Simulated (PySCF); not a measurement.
# Electronic structure of Ti²⁺ (titanium, charge +2) at the PBE level

Configuration: [Ar] 3d2, high-spin 3F determinant. Computed with PySCF 2.14 in cc-pVTZ, with the non-relativistic Hamiltonian (point nucleus).

```
Total energy                                     : -848.365 hartree
One-electron energy                              : -1150.162 hartree
Hartree (Coulomb) energy                         : 343.218 hartree
Exchange-correlation energy                      : -41.421 hartree
Kinetic energy                                   : 847.21227 hartree
⟨S²⟩                                             : 2.0004
⟨L²⟩                                             : 12.004
Sum of ⟨r⟩                                       : 13.91 bohr
Sum of ⟨r²⟩                                      : 16.67 bohr²
Density at the nucleus (Gaussians lack the cusp) : 7080 bohr⁻³
Spin density at the nucleus                      : -0.118 bohr⁻³
Langevin diamagnetic susceptibility              : -13.2 ×10⁻⁶ cm³/mol
Time after the integrals                         : 0.92 s of wall time on 1 thread of Neoverse-V2 (shared host)
```

```csv
shell,electrons,mean orbital energy (hartree),"rms radius, mean of both spins (bohr)"
1s β,1,-178.34976,0.0812
1s α,1,-178.34970,0.0812
2s α,1,-20.10206,0.356
2s β,1,-20.08123,0.356
2p α,3,-16.88794,0.323
2p β,3,-16.87182,0.323
3s α,1,-2.87773,1.09
3s β,1,-2.81196,1.09
3p α,3,-2.03078,1.18
3p β,3,-1.96546,1.18
3d α,2,-0.77017,1.59
```
